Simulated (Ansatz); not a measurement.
Question: Name a neutral molecule of C, O, Se, Si and H with HOMO–LUMO gap (PBE/def2-TZVPP) between 3.55 and 3.85 eV and HOMO–LUMO gap (PBE0/def2-TZVPP) between 5.40 and 5.70 eV (Ansatz, PBE0-D4/def2-TZVP geometry).

Answer: `[SeH]C1O[SiH2]1` (3.73 eV, 5.67 eV). Other molecules can fit too; these were computed, each in one conformer that needn't be the lowest.
